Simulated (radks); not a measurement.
The numbers below are computed, except where a source is named.
Spherical quantum dot in the effective-mass picture: electrons in a hard-walled sphere of radius 2.53, with a point charge +1 (a donor) at the centre, all in effective atomic units (hartree* = m*/eps^2 hartree, bohr* = eps/m* bohr), one dielectric constant everywhere. Level of theory: non-relativistic Kohn-Sham, exchange-only LDA, spin-polarised, spherical densities (a radial shooting solver with Libxc functionals). Levels are named by radial order and angular momentum (1s, 1p, 1d, 2s, ...), and open shells are averaged over m. Results are scaled to m* = 0.043 and eps = 10.5, for which hartree* = 10.61 meV and bohr* = 12.92 nm.

N = 10, configuration 1s2 1p6 1d(up 2, down 0). This is the lowest configuration that the search found. Occupied and some empty levels:

| level | occupation | eigenvalue (meV) | <r> (nm) |
|---|---|---|---|
| 1s up | 1 | 56.485 | 17.35 |
| 1s down | 1 | 57.147 | 17.13 |
| 1p up | 3 | 63.989 | 20.60 |
| 1p down | 3 | 64.841 | 20.53 |
| 1d up | 2 | 73.457 | 22.07 |
| 1d down | 0 | 74.371 | 22.05 |
| 2s up | 0 | 77.251 | 15.05 |
| 2s down | 0 | 77.681 | 15.18 |
| 1f up | 0 | 85.315 | 23.09 |
| 1f down | 0 | 86.255 | 23.08 |
| 2p up | 0 | 97.013 | 17.04 |
| 2p down | 0 | 97.538 | 17.04 |

Energy (meV): total 357.749, kinetic 176.90, external -76.476, Hartree 305.27, exchange-correlation -47.948.
